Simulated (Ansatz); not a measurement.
Job for Ansatz (a first-principles code): R-RI-MP2/def2-QZVPP on CH4O2Sn (SMILES C[O][Sn][OH]), a point of a torsion scan. Elements past Kr take the def2 small-core potentials; no spin–orbit coupling. Files ending in .json are basis or fitting sets from the Basis Set Exchange. The run froze 12 orbitals, filled d shells among them.

Ansatz 0.2 input:
```yaml
crystal:
  periodic: [false, false, false]
  atoms:
    - {symbol: C, position_ang: [-1.33290543, 0.21687056, -0.41008005]}
    - {symbol: O, position_ang: [-0.45662311, 0.62663228, 0.60428682]}
    - {symbol: Sn, position_ang: [1.22037158, 0.19426324, 1.66980991]}
    - {symbol: O, position_ang: [1.82442196, -1.58613423, 0.88394268]}
    - {symbol: H, position_ang: [-2.34878862, 0.16103624, -0.01015628]}
    - {symbol: H, position_ang: [-1.06083173, -0.76313628, -0.81404712]}
    - {symbol: H, position_ang: [-1.31674342, 0.94736497, -1.22308677]}
    - {symbol: H, position_ang: [1.41787514, -2.08974191, 0.18087742]}
basis:
  gaussian:
    orbitals: def2-QZVPP.json
    fitting: {mean_field: def2-universal-JKFIT, correlation: def2-QZVPP-RIFIT.json}
magnetization: {spin_polarized: false}
correlation: {method: mp2, electrons: outside_noble_gas}
scf: {lower_state_search: off}
```

Program output:

```
WARN ansatz: RAYON_NUM_THREADS=1 ignored (pool sized by the plan → 1); use --threads N
Functional definition: HF
these checks for a lower state are left out or cut short: stability, starts, cluster_reference, orbital_swaps, neighbouring_geometries, increment
integrals: 0.54 GiB planned
519 factors; integrals over basis functions are off by at most 1.6e0 eV
mean field: 0.84 GiB planned
mean field evaluation 1: about -10970.7959 eV, gradient 5.7e1 eV
mean field evaluation 2: about -10973.3837 eV, gradient 4.7e1 eV
mean field evaluation 4: about -10977.0856 eV, gradient 1.1e0 eV
mean field evaluation 8: about -10977.0920 eV, gradient 1.8e-6 eV
mean field -10977.09203150 eV, -403.4006916173 hartree, gradient 1.8e-6 eV, S^2 0.000000; 0 other end points of the search recorded, 0 dependent functions left out
12 core orbitals not correlated
923 factors; their error is unknown
reference -10977.09203150 eV, -403.4006916173 hartree; 12, 12 occupied and 349, 349 virtual orbitals, 923 factors
second order -21.97900580 eV of doubles, -0.00000000 eV of singles
Total energy: -10999.07103729 eV, -404.2084051823 hartree
Checks for a lower state left out: stability, starts, cluster_reference, orbital_swaps, neighbouring_geometries, increment
```

The run converged.

Cost: about 5 core-seconds (a rough figure).
